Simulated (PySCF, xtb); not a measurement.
CH8FNOSi2, SMILES [Si@H](C)([Si@@H](O)F)N. The values are those of a single conformer.

Harmonic wavenumbers (cm⁻¹) from xtb with GFN2-xTB at its own minimum, in rising order: 17, 95, 106, 122, 173, 192, 207, 229, 250, 331, 448, 507, 619, 655, 674, 700, 709, 754, 778, 804, 812, 844, 893, 905, 1369, 1485, 1488, 1532, 2162, 2248, 3018, 3020, 3041, 3474, 3506, 3637.

### Question
What does PBE-D3(BJ)/def2-SVP run with PySCF 2.14.0 give at its own minimum? (Estimate from the structure and the level; the computed values follow.)

### Answer
31, 79, 104, 153, 204, 206, 249, 263, 304, 347, 411, 421, 620, 646, 693, 714, 746, 781, 816, 827, 853, 879, 901, 925, 1207, 1375, 1381, 1490, 2132, 2143, 2968, 3070, 3074, 3473, 3570, 3749. Paired by order, the mean absolute difference is 42 cm⁻¹ and the zero-point energies are 59.8 and 59.8 kcal/mol.
